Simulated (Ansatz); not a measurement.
Cost and result for the atomization energy of FH$_{7}$N$_{2}$SSi$_{2}$, SMILES `N[SiH2]S[SiH](N)F` (13 atoms, 12 bonds).

| atom | x (Å) | y (Å) | z (Å) |
| --- | --- | --- | --- |
| N1 | 1.4493 | 0.9308 | 1.0175 |
| Si2 | 1.6890 | -0.3291 | -0.1080 |
| S3 | 0.4439 | -0.3102 | -1.8860 |
| Si4 | -1.3927 | 0.1331 | -0.9571 |
| N5 | -1.5078 | -0.7251 | 0.5155 |
| F6 | -1.5360 | 1.6699 | -0.5363 |
| H7 | 0.5821 | 0.9261 | 1.5342 |
| H8 | 1.7017 | 1.8721 | 0.7585 |
| H9 | 1.4795 | -1.6212 | 0.5846 |
| H10 | 3.0601 | -0.2356 | -0.6615 |
| H11 | -2.4583 | -0.0859 | -1.9608 |
| H12 | -2.2631 | -0.5269 | 1.1538 |
| H13 | -1.2477 | -1.6982 | 0.5457 |

Total charge 0; spin multiplicity 1. The geometry is a stationary point of PBE0-D4/def2-TZVP. It is one conformer, not always the lowest. Program: Ansatz. All runs use 2 threads of an AMD EPYC 7R13 on a shared host and a share of an NVIDIA H100 80 GB. Times are those of one run each, without the atoms' runs, and a repeat can differ threefold. Electronic energies, without spin–orbit coupling; frozen cores. CCSD(T)/CBS adds CCSD(T) − MP2 in def2-TZVPP to the MP2 limit, and its time is that of the two runs behind it. T1 = 0.011. B3LYP takes the VWN-RPA correlation (the form of Gaussian; ORCA's B3LYP/G).

CCSD(T)/CBS is a level of theory with its own doubt, some kJ/mol a heavy atom from the limit and from the frozen cores, so smaller differences don't rank the functionals.

```tsv
level	functions	atomization (kJ/mol)	difference from CCSD(T)/CBS	per bond
ωB97X-V/def2-TZVPP	317	4598.3	23.3	1.9
B2PLYP/def2-TZVPP	317	4496.4	-78.6	-6.5
PBE-D4/def2-TZVPP (with forces)	317	4602.5	27.5	2.3
ωB97M-V/def2-TZVPP (with forces)	317	4590.8	15.8	1.3
r2SCAN-D4/def2-TZVPP (with forces)	317	4550.7	-24.3	-2.0
B3LYP-D4/def2-TZVPP (with forces)	317	4559.8	-15.2	-1.3
CCSD(T)/CBS(def2)	–	4575.0	0.0	0.0
PBE0-D4/def2-TZVPP	317	4526.0	-49.0	-4.1
MP2/def2-QZVPP	591	4581.8	6.8	0.6
CCSD(T)/def2-TZVPP	317	4414.8	-160.2	-13.4
```

Problem. Order the runs by time, with rough figures. (Best estimate.)

Solution. Ansatz gave: PBE0-D4/def2-TZVPP 1.6 s; PBE-D4/def2-TZVPP (with forces) 1.7 s; B2PLYP/def2-TZVPP 2 s; r2SCAN-D4/def2-TZVPP (with forces) 2 s; B3LYP-D4/def2-TZVPP (with forces) 2.3 s; ωB97X-V/def2-TZVPP 2.3 s; ωB97M-V/def2-TZVPP (with forces) 2.6 s; MP2/def2-QZVPP 3.4 s; CCSD(T)/def2-TZVPP 4 s; CCSD(T)/CBS(def2) 7.3 s.

The D4 term adds +62.2 kJ/mol with B3LYP and +33.0 kJ/mol with PBE0; it sums over pairs of atoms, weighted by their polarisabilities, and B3LYP, whose exchange is more repulsive, gets the larger term. In def2-TZVPP, CCSD(T) changes the Hartree–Fock value by +1195.3 kJ/mol (the triples alone add +69.0 kJ/mol) and MP2 by +1266.0 kJ/mol; breaking electron pairs costs correlation energy, which Hartree–Fock lacks. From PBE to PBE0 (25 % exact exchange), in def2-TZVPP and without D4, the atomization energy moves by −71.1 kJ/mol: exact exchange takes away binding that semilocal exchange gives to molecules.
